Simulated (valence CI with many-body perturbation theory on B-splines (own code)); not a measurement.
# Forbidden lines of Lu⁴⁷⁺

Method: valence CI with perturbative core correlation (CI+MBPT): six valence electrons over a frozen Dirac-Fock core [Ar], a basis of 7 s, 7 p, 8 d, 6 f, 4 g, 1 h functions for each j, with the one-electron correlation potential Σ1 (screened to all orders), the two-electron term Σ2, the three-electron term Σ3, Breit, model QED; selected single and double excitations, second order for the rest, scaled by the run's own slope (own B-spline code, finite nucleus).

The last digits are not significant, and no measured levels were compared; by estimate large intervals hold to a few tenths of a per cent, small ones and those within an open d or f shell to about a per cent. Core correlation moves these levels by up to 14000 cm⁻¹, and in measured spectra 5 to 20 % of such shifts remained as error; rates that hang on mixing are uncertain with them. Among the levels kept, up to 1000 cm⁻¹ of a level comes from second order outside the variational space, and about a tenth of that is noise between levels of different J, which matters for small intervals. The list stops below the first excitations out of the core. Only levels of the ground parity were solved; by the run's estimate the other parity begins above the list, which can be wrong where configurations are misplaced.

Lines 1 to 50 of 111 in falling wavelength, among levels below 1947300 cm⁻¹, chosen from the decays that carry over 1 % of a level's rate. Wavelengths and rates use the calculated energies. Electric multipoles are in the length gauge with retardation, E1 and E2 with the static RPA response of the core. M1 uses the relativistic operator with retardation. S is in atomic units (e²a₀⁴ for E2 and M2, e²a₀⁶ for E3), for M1 in squared Bohr magnetons. Weak lines are less certain than strong ones. Lines between different terms over intervals too small for the method are left out, as are lines whose strength nearly cancels. The highest levels of a list are the least certain.

Levels are named by their leading jj configuration (3d3/2^4 stands for four electrons in 3d with j = 3/2), which in mixed levels can hold well under half, so a name can repeat and another be missing. Letters in brackets count levels of one name in rising energy.

```csv
λ vac (Å),Upper,Lower,Type,A (s⁻¹),S (a.u.)
1722,(3d3/2^4 3d5/2^2) J=2,(3d3/2^4 3d5/2^2) J=4,E2,1.66e-02,1.12e-03
975.6,(3d3/2^3 3d5/2^3) J=4 [b],(3d3/2^3 3d5/2^3) J=3 [b],M1,2.67e+03,8.27e-01
944.5,(3d3/2^3 3d5/2^3) J=2 [b],(3d3/2^3 3d5/2^3) J=3 [b],M1,7.43e+03,1.16e+00
758.6,(3d3/2^4 3d5/2^2) J=0,(3d3/2^4 3d5/2^2) J=2,E2,3.48e+00,7.80e-04
738.2,(3d3/2^3 3d5/2^3) J=3 [c],(3d3/2^3 3d5/2^3) J=2 [a],M1,6.54e+03,6.83e-01
737.8,(3d3/2^3 3d5/2^3) J=3 [b],(3d3/2^3 3d5/2^3) J=3 [a],M1,1.30e+04,1.35e+00
609.5,(3d3/2^3 3d5/2^3) J=4 [b],(3d3/2^3 3d5/2^3) J=5,M1,6.72e+03,5.08e-01
580.9,(3d3/2^3 3d5/2^3) J=0,(3d3/2^3 3d5/2^3) J=1 [a],M1,5.57e+04,4.05e-01
488.5,(3d3/2^3 3d5/2^3) J=2 [b],(3d3/2^3 3d5/2^3) J=1 [a],M1,4.81e+03,1.04e-01
482.5,(3d3/2^3 3d5/2^3) J=1 [b],(3d3/2^3 3d5/2^3) J=1 [a],M1,3.00e+04,3.75e-01
445.9,(3d3/2^3 3d5/2^3) J=4 [b],(3d3/2^3 3d5/2^3) J=4 [a],M1,1.71e+04,5.05e-01
428.8,(3d3/2^2 3d5/2^4) J=0 [a],(3d3/2^3 3d5/2^3) J=1 [b],M1,6.17e+04,1.80e-01
414.2,(3d3/2^3 3d5/2^3) J=2 [b],(3d3/2^3 3d5/2^3) J=3 [a],M1,5.26e+04,6.92e-01
393.1,(3d3/2^3 3d5/2^3) J=1 [a],(3d3/2^4 3d5/2^2) J=0,M1,1.84e+05,1.25e+00
350.6,(3d3/2^2 3d5/2^4) J=3 [a],(3d3/2^3 3d5/2^3) J=2 [b],M1,6.69e+04,7.48e-01
340.5,(3d3/2^2 3d5/2^4) J=5,(3d3/2^3 3d5/2^3) J=4 [b],M1,1.75e+05,2.82e+00
315.1,(3d3/2^2 3d5/2^4) J=2 [a],(3d3/2^3 3d5/2^3) J=3 [b],M1,4.68e+04,2.72e-01
293.7,(3d3/2^2 3d5/2^4) J=3 [b],(3d3/2^3 3d5/2^3) J=2 [b],M1,6.76e+04,4.44e-01
290.8,(3d3/2^2 3d5/2^4) J=3 [b],(3d3/2^3 3d5/2^3) J=4 [b],M1,3.62e+05,2.31e+00
286.1,(3d3/2^3 3d5/2^3) J=3 [a],(3d3/2^4 3d5/2^2) J=2,M1,4.10e+05,2.49e+00
279.1,(3d3/2^2 3d5/2^4) J=4 [b],(3d3/2^3 3d5/2^3) J=3 [c],M1,6.99e+04,5.07e-01
277.5,(3d3/2^2 3d5/2^4) J=1,(3d3/2^3 3d5/2^3) J=1 [b],M1,3.86e+05,9.17e-01
277.5,(3d3/2^2 3d5/2^4) J=2 [d],(3d3/2^2 3d5/2^4) J=3 [a],M1,2.07e+04,8.20e-02
275.5,(3d3/2^2 3d5/2^4) J=1,(3d3/2^3 3d5/2^3) J=2 [b],M1,3.24e+05,7.55e-01
275.1,(3d3/2 3d5/2^5) J=3,(3d3/2^2 3d5/2^4) J=4 [c],M1,3.86e+05,2.09e+00
274.1,(3d3/2^2 3d5/2^4) J=4 [a],(3d3/2^3 3d5/2^3) J=3 [b],M1,9.77e+04,6.71e-01
262.8,(3d3/2^2 3d5/2^4) J=4 [b],(3d3/2^3 3d5/2^3) J=4 [b],M1,1.75e+04,1.06e-01
262.0,(3d3/2 3d5/2^5) J=2,(3d3/2^2 3d5/2^4) J=2 [c],M1,1.99e+05,6.64e-01
260.5,(3d3/2^2 3d5/2^4) J=2 [b],(3d3/2^3 3d5/2^3) J=1 [b],M1,3.57e+04,1.17e-01
258.9,(3d3/2^3 3d5/2^3) J=1 [a],(3d3/2^4 3d5/2^2) J=2,M1,1.76e+06,3.40e+00
258.8,(3d3/2^2 3d5/2^4) J=2 [b],(3d3/2^3 3d5/2^3) J=2 [b],M1,8.31e+04,2.67e-01
255.7,(3d3/2^2 3d5/2^4) J=3 [a],(3d3/2^3 3d5/2^3) J=3 [b],M1,1.21e+05,5.26e-01
252.9,(3d3/2^2 3d5/2^4) J=1,(3d3/2^3 3d5/2^3) J=0,M1,4.87e+05,8.75e-01
251.6,(3d3/2 3d5/2^5) J=3,(3d3/2^2 3d5/2^4) J=2 [c],M1,6.50e+05,2.68e+00
248.8,(3d3/2^2 3d5/2^4) J=3 [a],(3d3/2^3 3d5/2^3) J=2 [a],M1,4.10e+05,1.64e+00
245.4,(3d3/2^3 3d5/2^3) J=3 [a],(3d3/2^4 3d5/2^2) J=4,M1,1.38e+06,5.29e+00
242.5,(3d3/2^2 3d5/2^4) J=0 [b],(3d3/2^2 3d5/2^4) J=1,M1,1.79e+05,9.47e-02
240.3,(3d3/2^2 3d5/2^4) J=2 [a],(3d3/2^3 3d5/2^3) J=1 [a],M1,8.81e+05,2.26e+00
237.3,(3d3/2^3 3d5/2^3) J=4 [a],(3d3/2^4 3d5/2^2) J=4,M1,1.64e+06,7.31e+00
234.6,(3d3/2^2 3d5/2^4) J=4 [a],(3d3/2^3 3d5/2^3) J=5,M1,5.01e+05,2.16e+00
227.0,(3d3/2^2 3d5/2^4) J=0 [a],(3d3/2^3 3d5/2^3) J=1 [a],M1,4.37e+06,1.90e+00
224.0,(3d3/2^2 3d5/2^4) J=3 [b],(3d3/2^3 3d5/2^3) J=3 [b],M1,8.54e+05,2.49e+00
220.8,(3d3/2^2 3d5/2^4) J=2 [a],(3d3/2^3 3d5/2^3) J=3 [a],M1,3.03e+06,6.05e+00
219.9,(3d3/2^2 3d5/2^4) J=2 [c],(3d3/2^3 3d5/2^3) J=3 [c],M1,8.76e+05,1.73e+00
218.8,(3d3/2^2 3d5/2^4) J=3 [b],(3d3/2^3 3d5/2^3) J=2 [a],M1,5.21e+05,1.42e+00
218.5,(3d3/2^2 3d5/2^4) J=5,(3d3/2^3 3d5/2^3) J=5,M1,5.11e+05,2.17e+00
218.3,(3d3/2^2 3d5/2^4) J=5,(3d3/2^3 3d5/2^3) J=6,M1,1.04e+06,4.40e+00
216.6,(3d3/2^3 3d5/2^3) J=1 [b],(3d3/2^4 3d5/2^2) J=0,M1,7.12e+05,8.05e-01
213.4,(3d3/2 3d5/2^5) J=4,(3d3/2^2 3d5/2^4) J=3 [b],M1,7.05e+05,2.28e+00
213.3,(3d3/2 3d5/2^5) J=2,(3d3/2^2 3d5/2^4) J=2 [b],M1,7.33e+05,1.32e+00
```
